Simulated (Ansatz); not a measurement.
The first iterations of a band of FGe₂H₅ (8 atoms, charge 0, multiplicity 1).

Method: Ansatz, RKS B3LYP/def2-SVP.

| Property | Result |
| --- | --- |
| movable images | 5 |
| climbing image | yes |
| spring | 5.0 eV/Å² |
| optimiser | quadratic models (default) |
| start path | through a guess of the saddle point |
| force threshold | 0.05 eV/Å |
| iteration limit | 60 |
| end points | relaxed |

Image 0:

```xyz
8
Properties=species:S:1:pos:R:3
Ge 0.233 0.079 0.192
H -0.136 -0.268 1.652
H 1.763 0.238 0.043
Ge -1.042 1.952 -0.724
H -2.551 1.668 -0.606
H -0.705 3.234 0.068
H -0.675 2.165 -2.205
F -0.195 -1.337 -0.758
```

Image 6:

```xyz
8
Properties=species:S:1:pos:R:3
Ge -0.903 -0.330 0.645
H 1.635 -0.009 0.989
H 1.632 0.493 0.411
Ge -1.150 1.864 -0.658
H -2.585 1.893 -1.253
H -1.003 3.143 0.207
H -0.174 1.989 -1.855
F -0.761 -1.313 -0.825
```

| iteration | highest image above the first end (eV) | largest band force component (eV/Å) |
| --- | --- | --- |
| 1 | 3.953 | 6.431 |
| 2 | 2.933 | 3.237 |
| 3 | 2.326 | 2.317 |
| 4 | 2.303 | 1.129 |
| 5 | 1.973 | 1.328 |
| 6 | 2.170 | 0.804 |
| 7 | 2.203 | 0.338 |
| 8 | 2.160 | 0.372 |
| 9 | 2.088 | 0.470 |
| 10 | 1.973 | 0.633 |

Problem. Does the band converge within its limit, and where does its top end?

Solution. The run converged. It ended after 30 iterations with the highest image 1.936 eV above the first end. A vibrational analysis at the climbing image gives one clearly imaginary mode, 537i cm⁻¹: a first-order saddle point. The orbitals stay closed-shell, which can raise the energy where a bond breaks towards radicals; this wasn't checked here.

The run took 5.4 min on 2 threads of Arm Neoverse V2, on a shared host, peak memory 0.25 GiB.
